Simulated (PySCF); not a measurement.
**C7H13: g tensor and hyperfine couplings**

C7H13 (doublet state).
Structure used (GFN2-xTB), in Å, numbered top down from 1:
```
atom  x, y, z in Å
C1    -1.7626    1.7611    0.6301
C2    -0.6979    1.0609    0.4123
C3    -0.2214   -0.2528   -0.0290
C4    -1.2969   -0.9450   -0.8933
C5     0.0611   -1.1162    1.2079
C6     1.0529   -0.0816   -0.8845
C7     2.1568    0.6920   -0.1732
H8    -1.7155    2.7767    0.9986
H9    -2.7816    1.3996    0.4664
H10   -0.9360   -1.9162   -1.2260
H11   -2.2085   -1.0896   -0.3189
H12   -1.5294   -0.3403   -1.7665
H13    0.4876   -2.0717    0.9097
H14   -0.8627   -1.3005    1.7522
H15    0.7545   -0.6169    1.8787
H16    0.7794    0.4542   -1.7968
H17    1.4208   -1.0687   -1.1744
H18    2.5526    0.1305    0.6691
H19    2.9758    0.8959   -0.8594
H20    1.7658    1.6393    0.1940
```

The hyperfine couplings belong to this conformer and change with its torsions.

The species is `C=[C]C(C)(C)CC` [radical].

The calculation used PySCF 2.14.0, UKS B3LYP, pcH-1 on C H, non-relativistic, mean-field spin-orbit, GIAO. The structure is a single GFN2-xTB conformer in the gas phase; no vibrational or solvent corrections. Couplings are sensitive to structure, and on GFN2-xTB geometries they can be far from those on DFT ones. The SCF solution wasn't tested for stability.

```json
{
  "g1, g2, g3": "2.00153, 2.00214, 2.00299",
  "g_iso": "2.00222",
  "Form of g": "rhombic: the two nearest values differ by 42 % of g3 − g1",
  "⟨S²⟩": "0.7582 (exact 0.7500)",
  "α and β electrons": "28, 27",
  "Basis functions": "305"
}
```

Hyperfine couplings atom by atom, in 10⁻⁴ cm⁻¹; T1 to T3 are the principal values of the dipolar part; ρ(0) is the spin density at the nucleus (1 × 10⁻⁴ cm⁻¹ = 2.998 MHz):

```
atom  isotope  a_iso     T1     T2    T3  Mulliken spin population  ρ(0) (bohr⁻³)
  C1      13C   -2.1   -5.8    0.6   5.2                     -0.16        -0.0056
  C2      13C   85.4  -27.2  -20.7  47.9                      0.98         0.2278
  C3      13C    2.1   -1.8   -1.5   3.3                     -0.04         0.0056
  C4      13C   14.4   -1.7   -1.7   3.4                      0.04         0.0385
  C5      13C    1.4   -0.5   -0.3   0.7                      0.00         0.0037
  C6      13C    8.3   -0.9   -0.7   1.5                      0.01         0.0222
  C7      13C    2.5   -0.8   -0.3   1.1                      0.01         0.0068
  H8       1H   40.1   -2.1   -1.7   3.9                      0.05         0.0269
  H9       1H   60.5   -1.5   -0.6   2.2                      0.10         0.0406
 H10       1H    6.5   -1.2   -0.4   1.5                      0.01         0.0044
 H11       1H   -1.1   -1.5   -0.5   2.0                      0.00        -0.0007
 H12       1H   -0.9   -1.4   -0.6   2.1                      0.00        -0.0006
 H13       1H   -0.1   -0.7   -0.5   1.2                      0.00        -0.0001
 H14       1H   -0.3   -1.0   -0.9   1.9                      0.00        -0.0002
 H15       1H   -0.4   -1.4   -1.1   2.4                      0.00        -0.0003
 H16       1H   -0.5   -1.2   -1.0   2.2                      0.00        -0.0003
 H17       1H   -0.5   -0.8   -0.5   1.4                      0.00        -0.0003
 H18       1H    0.0   -0.8   -0.6   1.4                      0.00         0.0000
 H19       1H    0.0   -0.7   -0.5   1.1                      0.00         0.0000
 H20       1H    1.1   -2.7   -1.5   4.1                      0.00         0.0007
```

Largest spin populations (Mulliken): C2 (+0.98), C1 (-0.16) and H9 (+0.10). C2 is the only atom above +0.15.

Axes: g1 points within 15° of the C2–C3 bond and g2 points within 13° of the C1–H9 bond.

Under fast tumbling the dipolar parts average out, and these isotropic splittings remain: 1 × 1H (H9, I = 1/2, 2 lines) with 6.47 mT, 1 × 1H (H8, I = 1/2, 2 lines) with 4.29 mT, 6 × 1H (H10 (×6), I = 1/2, 7 lines) with 0.07 mT, 2 × 1H (H16/H17, I = 1/2, 3 lines) with 0.05 mT and 3 × 1H (H18/H19/H20, I = 1/2, 4 lines) with 0.04 mT.

Nuclei that the bonding pattern makes equivalent are averaged, as if the motion that swaps them (rotation, inversion, ring flip) were fast. The six 1H nuclei of mean +1.9 MHz run from -3.2 to 19.6 MHz in the frozen geometry.

The 13C coupling of C2 (256.0 MHz) shows only in satellite lines or after enrichment, since that isotope makes up about 1.07 % of natural carbon.

The spin density at the nucleus, in bohr⁻³, is negative for C1 (-0.0056), for instance. A restricted open-shell determinant has no negative spin density anywhere; here it arises because α and β orbitals differ (spin polarisation).
